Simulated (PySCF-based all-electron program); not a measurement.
Values are calculated unless marked as measured or tabulated.
**Forces on HfCl₄, singlet in several shapes**

Method: all-electron DFT (in-house code on PySCF), basis-limit composite values; Koelling–Harmon scalar relativity, no spin–orbit coupling, spin-restricted. Forces are good to about 0.009 eV/Å. Atoms are numbered as listed.

Shape A:

```
atom    x (Å)    y (Å)    z (Å)
  Hf   0.0000   0.0000   0.0000
  Cl   1.3348   1.3348   1.3348
  Cl  -1.3348  -1.3348   1.3348
  Cl  -1.3348   1.3348  -1.3348
  Cl   1.3348  -1.3348  -1.3348
```

PBE forces:

```tsv
atom	Fx	Fy	Fz (eV/Å)
Hf1	0.000	0.000	0.000
Cl2	0.016	0.016	0.016
Cl3	-0.016	-0.016	0.016
Cl4	-0.016	0.016	-0.016
Cl5	0.016	-0.016	-0.016
```

Q: What forces does r2SCAN give in shape A?

A: The forces move by 0.185 eV/Å (r.m.s. over the atoms) from PBE.

```tsv
atom	Fx	Fy	Fz (eV/Å)
Hf1	0.000	0.000	0.000
Cl2	-0.104	-0.104	-0.104
Cl3	0.104	0.104	-0.104
Cl4	0.104	-0.104	0.104
Cl5	-0.104	0.104	0.104
```

Shape B:

```
atom    x (Å)    y (Å)    z (Å)
  Hf   0.0000   0.0000   0.0000
  Cl   1.2013   1.2013   1.2013
  Cl  -1.3348  -1.3348   1.3348
  Cl  -1.3348   1.3348  -1.3348
  Cl   1.3348  -1.3348  -1.3348
```

Against shape A, Hf1–Cl2 goes from 2.312 to 2.081 Å.

PBE forces:

```csv
atom,Fx,Fy,Fz (eV/Å)
Hf1,-3.433,-3.433,-3.433
Cl2,3.455,3.455,3.455
Cl3,-0.099,-0.099,0.176
Cl4,-0.099,0.176,-0.099
Cl5,0.176,-0.099,-0.099
```

Q: What forces does r2SCAN give in shape B?

A: The forces move by 0.166 eV/Å (r.m.s. over the atoms) from PBE.

```tsv
atom	Fx	Fy	Fz (eV/Å)
Hf1	-3.466	-3.466	-3.466
Cl2	3.373	3.373	3.373
Cl3	0.014	0.014	0.064
Cl4	0.014	0.064	0.014
Cl5	0.064	0.014	0.014
```
